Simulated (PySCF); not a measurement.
MgCl2, SMILES [Cl][Mg][Cl]. Atoms are numbered in the order given.

```xyz
3

Mg     0.0000     0.0000     0.0000
Cl     0.0000     0.0000    -2.1820
Cl     0.0000     0.0000     2.1820
```

Geometry: PBE-D3(BJ)/def2-TZVP. The isomer is the one that the SMILES or the coordinates give; other isomers of the formula were not compared.

Method: PBE-D3(BJ)/def2-TZVP (PySCF).

Frequencies are harmonic and unscaled.

Modes within 1.5 cm⁻¹ of each other (mostly degenerate sets) share a row, with their intensities summed.

```
mode  ν (cm⁻¹)  IR (km/mol)  moving atoms (share of kinetic energy)
----  --------  -----------  --------------------------------------
1–2        107         99.3                        Mg 74 %, Cl 26 %
3          313          0.0                                Cl 100 %
4          604        137.6                        Mg 74 %, Cl 26 %
```
